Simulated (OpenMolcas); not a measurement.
**Cu III: effect of the active space**

* Program: OpenMolcas 26.06
* Method: SS-CASPT2 or its RAS form, IPEA 0.25 Eh, imaginary shift 0.1 Eh
* Basis: ANO-RCC-VDZP
* Scalar Hamiltonian: DKH2, point nucleus
* Spin-orbit coupling: state interaction with AMFI integrals over the reference wave functions, term energies averaged over their components

A. 9 electrons in 6 orbitals (3d 4s); 2S+1 = 4 even, 10 roots; 2S+1 = 2 even, 29 roots; closed shells correlated: 3s 3p; CASPT2 step about 10 core-seconds
B. 9 electrons in 9 orbitals (RAS2 3d 4s; RAS3 4p, at most 2 electrons); 2S+1 = 2 even, 30 roots (29 in the spin-orbit step); 2S+1 = 4 even, 10 roots kept (CI in the orbitals of an earlier block); 2S+1 = 2 odd, 21 roots; 2S+1 = 4 odd, 21 roots kept (CI in the orbitals of an earlier block); closed shells correlated: 3s 3p; CASPT2 step roughly 2.2 core-minutes

Energies in cm⁻¹ above 3d⁹ ²D_5/2, the measured ground level; measured values from Sugar and Musgrove, J. Phys. Chem. Ref. Data 19, 527 (1990).

| Level | A | B | Measured |
| --- | --- | --- | --- |
| 3d⁹ ²D_5/2 | 0.0 | 0.0 | 0.0 |
| 3d⁹ ²D_3/2 | 2290 | 2300 | 2072 |
| 3d⁸ 4s ⁴F_9/2 | 70370 | 69580 | 60805 |
| 3d⁸ 4s ⁴F_7/2 | 71560 | 70820 | 62065 |
| 3d⁸ 4s ⁴F_5/2 | 72720 | 71930 | 63149 |
| 3d⁸ 4s ⁴F_3/2 | 73510 | 72690 | 63887 |
| 3d⁸ 4s ²F_7/2 | 74660 | 75130 | 67017 |
| 3d⁸ 4s ²F_5/2 | 76570 | 77100 |  |

Deviations, from unrounded energies. A percentage is the sum of absolute deviations over the sum of measured energies, with the sign that they share, or ± where signs differ.

| Against measurement | Levels | A | B |
| --- | --- | --- | --- |
| mean absolute deviation (cm-1) | 6 | 7700 | 7200 |
| fine structure of the ground term (%) | 1 | +10.7 | +11.0 |
| other configurations (%) | 5 | +14.5 | +13.6 |

B lies closest to measurement on these levels. The largest miss of B in the table is 3d⁸ 4s ⁴F_3/2, by +8800 cm-1. The ranking rests on the paired levels alone, and a cruder setting can come out closer through cancelling errors.

Between A and B the level of the table that moves most is 3d⁸ 4s ⁴F_3/2, by 830 cm-1 (lowest in B, highest in A). Moves below CASPT2's spread within the term are not significant.

CASPT2 does not keep the components of a term degenerate, so their means are used; among the terms shown or strongly mixed into the levels shown the widest spread is 680 cm-1 (3d⁸ 4s ²F, B). A single d shell beside an s shell can misplace configurations of different d count against each other. Some levels mix across a computed gap that differs much from the measured one, so their mixing is not that of the real levels (holds for A). Some high roots are left out of the spin-orbit mixing, which shifts the levels that they would mix with (holds for B). Terms from blocks run as CI alone lack orbitals of their own (holds for B). Computed and measured levels are paired by configuration, term and J; levels that our copy of the source lacks, or whose pairing is in doubt (as where it misses far off the trend of its configuration), stay unpaired and out of the deviations. Levels of configurations outside the active space are missing. Levels that lie high or do not pair safely by name in every column are left out.
